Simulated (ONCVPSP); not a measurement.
## What one change does to a pseudopotential (bismuth, ONCV)

ONCVPSP 4.0.1 input, shortened (lines: element, Z, core and valence counts, functional; n l f; lmax; l rc ep ncon nbas qcut; lloc lpopt rc5 dvloc0; l nproj debl; icmod fcfact rcfact), PBE, fully relativistic:

```
  Bi 83.00   12    3        4      upf
    1    0    2.00
    2    0    2.00
    2    1    6.00
    3    0    2.00
    3    1    6.00
    3    2   10.00
    4    0    2.00
    4    1    6.00
    4    2   10.00
    4    3   14.00
    5    0    2.00
    5    1    6.00
    5    2   10.00
    6    0    2.00
    6    1    3.00
    2
    0    1.95    0.00    4    7    3.00
    1    2.40    0.00    5    8    2.90
    2    1.10    0.00    4    8    7.60
    4    5    0.95    0.00
    0    3    1.70
    1    3    2.20
    2    1    2.90
    0    0.00    0.00
```

Open shells are filled in proportion to 2j + 1.

All-electron outer shells of the reference configuration (PBE, scalar-relativistic, ld1.x):

```tsv
shell	level (eV)	outermost node (bohr)	outermost maximum (bohr)
4f	-152.59	–	0.34
5p	-95.86	0.48	0.86
5d	-27.08	0.51	1.03
6s	-14.48	0.98	1.88
6p	-4.57	1.14	2.44
```

Change: d: rc 1.44.

Cutoffs: the cutoffs (Ha) at which the residual kinetic energy of the hardest occupied pseudo-wave falls to 1 and 0.1 mHa per electron; they do not see the model core or the augmentation charge, which bear on the density cutoff. Errors are all-electron minus pseudo energies relative to the spin-unpolarised reference configuration.

Task: What does the change do?

Result: The potential gets softer (27 Ha and 112 Ha → 26 Ha and 39 Ha); both files keep a bound ghost (p, s); the errors of the 4 common tests hardly move. A larger radius leaves more room for a smooth pseudo-wave, so fewer plane waves are needed.

| quantity | base | changed |
| --- | --- | --- |
| cutoff, loose | 27 Ha | 26 Ha |
| cutoff, tight | 112 Ha | 39 Ha |
| loose cutoff by channel | s 23 Ha, p 16 Ha, d 27 Ha | s 23 Ha, p 16 Ha, d 26 Ha |
| bound ghosts | s, p1/2 | s, p1/2 |
| GHOST(+) flags under 300 eV | p3/2 at 8.1 eV, s at 135.0 eV | p3/2 at 8.1 eV, s at 135.0 eV |
| error for 5d10 6s2 6p2, meV [ΔE 8.06 eV] | +0.2 | +0.2 |
| error for 5d10 6s2 6p1, meV [ΔE 23.48 eV] | +1.6 | +1.6 |
| error for 5d10 6s2 6p0, meV [ΔE 47.05 eV] | +8.6 | +8.5 |
| error for 5d10 6s1 6p3, meV [ΔE 18.65 eV] | +0.7 | +0.6 |
| s: phases at 1.97 bohr within 0.05 rad from the reference energy up to (Ha; the scan ends near 5) | 4.5 | 4.5 |
| p3/2: phases at 2.43 bohr within 0.05 rad from the reference energy up to (Ha; the scan ends near 5) | 0.3 | 0.3 |
| p1/2: phases at 2.43 bohr within 0.05 rad from the reference energy up to (Ha; the scan ends near 5) | to the end of the scan | to the end of the scan |

 A true bound ghost makes a file unfit for plane-wave use even where its test errors are small: the radial tests pick states by their node count and pass the ghost by.
